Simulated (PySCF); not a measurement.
SMILES c1c2ccc3cccc4ccc(cc1)c2c34, GFN2-xTB optimised geometry.

```
26

C     -3.50     0.06     0.00
C     -2.79     1.25     0.00
C     -1.40     1.25     0.00
C     -0.63     2.46     0.00
C      0.72     2.43     0.00
C      1.44     1.20     0.00
C      2.83     1.15     0.00
C      3.50    -0.06     0.00
C      2.79    -1.25     0.00
C      1.40    -1.25     0.00
C      0.63    -2.46     0.00
C     -0.72    -2.43     0.00
C     -1.44    -1.20     0.00
C     -2.83    -1.15     0.00
C     -0.71     0.01     0.00
C      0.71    -0.01     0.00
H     -4.58     0.08     0.00
H     -3.32     2.19     0.00
H     -1.17     3.40     0.00
H      1.29     3.35     0.00
H      3.39     2.08     0.00
H      4.58    -0.08     0.00
H      3.32    -2.19     0.00
H      1.17    -3.40     0.00
H     -1.29    -3.35     0.00
H     -3.39    -2.08     0.00
```

Density from PBE0/def2-SVP (PySCF 2.14.0) at that geometry.

Minimum of the electron density along straight lines between bonded atoms, close to the bond critical point (lines longer than 1.1 times the sum of covalent radii, or with two minima, are not listed):

```
bond     length / Å  ρ at the minimum / e bohr⁻³  ∇²ρ there / e bohr⁻⁵  position (fraction from the first atom)
-------  ----------  ---------------------------  --------------------  ---------------------------------------
C1–C2         1.383                        0.313                 -0.80                                     0.50
C2–C3         1.396                        0.307                 -0.78                                     0.50
C3–C4         1.427                        0.291                 -0.73                                     0.50
C4–C5         1.353                        0.329                 -0.86                                     0.50
C5–C6         1.427                        0.291                 -0.73                                     0.50
C6–C7         1.396                        0.307                 -0.78                                     0.50
C7–C8         1.383                        0.313                 -0.80                                     0.50
C8–C9         1.383                        0.313                 -0.80                                     0.50
C9–C10        1.396                        0.307                 -0.78                                     0.50
C10–C11       1.427                        0.291                 -0.73                                     0.50
C11–C12       1.353                        0.329                 -0.86                                     0.50
C12–C13       1.427                        0.291                 -0.73                                     0.50
C1–C14        1.383                        0.313                 -0.80                                     0.50
C13–C14       1.396                        0.307                 -0.78                                     0.50
C3–C15        1.417                        0.296                 -0.74                                     0.50
C13–C15       1.417                        0.296                 -0.74                                     0.50
C6–C16        1.417                        0.296                 -0.74                                     0.50
C10–C16       1.417                        0.296                 -0.74                                     0.50
C15–C16       1.415                        0.297                 -0.74                                     0.50
C1–H17        1.081                        0.283                 -1.08                                     0.63
C2–H18        1.081                        0.283                 -1.07                                     0.63
C4–H19        1.081                        0.283                 -1.07                                     0.63
C5–H20        1.081                        0.283                 -1.07                                     0.63
C7–H21        1.081                        0.283                 -1.07                                     0.63
C8–H22        1.081                        0.283                 -1.08                                     0.63
C9–H23        1.081                        0.283                 -1.07                                     0.63
C11–H24       1.081                        0.283                 -1.07                                     0.63
C12–H25       1.081                        0.283                 -1.07                                     0.63
C14–H26       1.081                        0.283                 -1.07                                     0.63
```
